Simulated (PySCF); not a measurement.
## Unknown compound

Molecular formula: C9H9P. Simulated spectra:

¹H NMR (400 MHz, computed): δ 7.42 (m, 1H), 7.25 (m, 1H), 7.08 (m, 1H), 6.92 (m, 1H), 6.88 (m, 1H), 5.23 (m, 1H), 2.40 (m, 3H).

¹³C{¹H} NMR (computed): δ 140.5, 140.0, 133.3, 131.9, 123.0, 121.0, 118.2, 116.6, 21.3.

PySCF 2.14.0 with density-fitted response routines calculation with GIAO KT3/pcSseg-1 shieldings and geometry: PBE0-D3(BJ)/def2-SVP; one conformer, averaged over atoms made equivalent by symmetry, fast rotation or ring inversion, non-relativistic Hamiltonian, gas phase.

Scale: ¹H and ¹³C vs TMS (reference shieldings calculated alike).

Propose a structure and justify it.

Results:


1. 9 carbon signals for 9 carbons: no two carbons are equivalent.
2. Carbon types of the structure: 3 × C, 5 × CH, 1 × CH3, leaving 1 H on heteroatoms.
3. δC 140.5: ring-fusion aromatic carbon.
4. δC 140.0: unsaturated ring carbon.
5. δC 133.3: ring carbon next to a ring phosphorus.
6. δC 131.9: unsaturated ring CH.
7. δC 123.0, 121.0, 118.2, 116.6: aromatic CH.
8. δC 21.3: methyl carbon on an unsaturated ring; aliphatic region, no heteroatom directly attached.
9. δH 7.42, 7.25, 7.08, 6.92: hydrogen on an aromatic CH; aromatic region.

These data were computed for SMILES Cc1cc2ccccc2[pH]1.

The shifts were computed for this structure.

Splittings by ³¹P in the carbon and heteronuclear signals aren't shown, as no couplings were computed. Shifts are as computed, not scaled to solution data. Of 1328 compounds with measured shifts, 309 miss one by over three times the rms of a fit or turn the order of signals round; such compounds aren't used in these exercises. Signals without a measured value on file couldn't be tested in this way. No couplings were computed; multiplicities are counted from neighbouring protons, with m where these are inequivalent, close in shift, in a saturated or five-membered ring or joined by F or P, and br s for small geminal =CH2 splittings.
